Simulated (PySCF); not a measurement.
## Assigning NMR signals

Mapped SMILES: `[CH2:1]=[CH:2][CH2:3][B:4]1[CH:5]=[CH:6][CH:7]=[CH:8][CH:9]=[CH:10]1`; H(Xn) means a hydrogen on atom n. Ha(C1) is cis to C3; Hb(C1) is trans to C3.

No solvent model, one conformer, no relativistic terms, equivalent nuclei averaged. Shieldings: GIAO PBE0/pcSseg-1; structure optimised with PBE0-D3(BJ)/def2-SVP; PySCF 2.14.0 with density-fitted response routines.

Scale: 13C, 1H vs TMS (reference shieldings calculated alike).

Task: Assign these signals to the numbered atoms. 13C{1H} NMR (computed): δ 161.8 (CH), 153.9 (CH), 149.6 (CH), 142.6 (CH), 120.5 (CH2), 36.7 (CH2).

Result: 
```tsv
δ (ppm)	atoms	environment	reason
161.8	C5/C10	alkene CH	as expected for a trigonal carbon in a double bond
153.9	C6/C9	alkene CH	–
149.6	C2	alkene CH	–
142.6	C7/C8	alkene CH	–
120.5	C1	terminal =CH2 carbon	as expected for a trigonal carbon in a double bond
36.7	C3	allylic sp3 CH2 bonded to B	–
```

Task: Assign these signals to the numbered atoms. 1H NMR (500 MHz, computed): δ 8.19 (d, 2H), 8.03 (m, 2H), 7.42 (m, 2H), 6.28 (m, 1H), 5.40 (m, 1H), 5.27 (m, 1H), 2.56 (d, 2H).

Result: 
8.19 → H(C5)/H(C10), hydrogen on an alkene CH
8.03 → H(C6)/H(C9), hydrogen on an alkene CH
7.42 → H(C7)/H(C8), hydrogen on an alkene CH: attached to an sp2 carbon and in the plane of the double bond
6.28 → H(C2), hydrogen on an alkene CH
5.40 → Hb(C1), hydrogen on a terminal =CH2 carbon: a vinylic proton, deshielded by the sp2 carbon and the C=C anisotropy
5.27 → Ha(C1), hydrogen on a terminal =CH2 carbon
2.56 → H(C3), hydrogen on an allylic sp3 CH2 bonded to B: allylic position

A carbon bonded to boron is broadened by the quadrupolar boron nucleus and is often missing from a measured spectrum. Shifts are as computed. Against solution values, carbons near 30 ppm lie about +2 ppm off and those near 130 ppm about +5 ppm. Of 1309 compounds with measured shifts, 239 miss one by over three times the rms of a fit or turn the order of signals round; such compounds aren't used in these exercises. Multiplicities follow the n + 1 count of equivalent neighbours, as no J values were calculated; m marks all less simple cases, F and P coupling included.
